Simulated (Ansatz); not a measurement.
AlFH$_{4}$O$_{2}$Si (`[OH][Al]([F])[O][SiH3]`), 9 atoms. The species carries charge 0 and has multiplicity 1. All runs use 4 threads of a server CPU on a shared host. Correlated methods freeze the cores.

Q: Give the basis size and wall time and peak host memory of each of these runs in Ansatz. RKS HSE06-D4/def2-TZVPP energy; RKS SPW92/def2-TZVPP energy; RKS ωB97M-V/def2-SVP energy; RKS PBE0-D4/def2-TZVP relaxation (20 steps); RKS ωB97X-V/def2-TZVPP energy; RHF-MP2/def2-QZVPP energy; RHF-CCSD(T)/def2-SVP energy; RKS PBE0-D4/def2-SVP energy; direct RPA on PBE orbitals/def2-TZVPP energy; RKS ωB97M-V/def2-QZVPP energy; RHF-CCSD(T)/def2-TZVPP energy; RKS PBE0-D4/def2-TZVP frequencies. (Best estimate.)

A: The calculation gave: Other jobs shared the machine, so times are rough.

```tsv
level	job	functions	wall time	peak host memory (GiB)
RKS PBE0-D4/def2-SVP	energy	98	1.1 s	0.19
RKS SPW92/def2-TZVPP	energy	233	1.2 s	0.29
RKS HSE06-D4/def2-TZVPP	energy	233	3 s	0.58
RKS ωB97M-V/def2-SVP	energy	98	4.2 s	0.3
RHF-CCSD(T)/def2-SVP	energy	98	4.2 s	0.38
RKS ωB97X-V/def2-TZVPP	energy	233	6.5 s	0.66
direct RPA on PBE orbitals/def2-TZVPP	energy	233	6.5 s	0.53
RKS ωB97M-V/def2-QZVPP	energy	431	14 s	1.7
RHF-MP2/def2-QZVPP	energy	431	16 s	2.1
RKS PBE0-D4/def2-TZVP	relaxation (20 steps)	191	56 s	0.52
RHF-CCSD(T)/def2-TZVPP	energy	233	73 s	4.1
RKS PBE0-D4/def2-TZVP	frequencies	191	110 s	0.49
```

HSE06 is defined as in plane-wave codes.
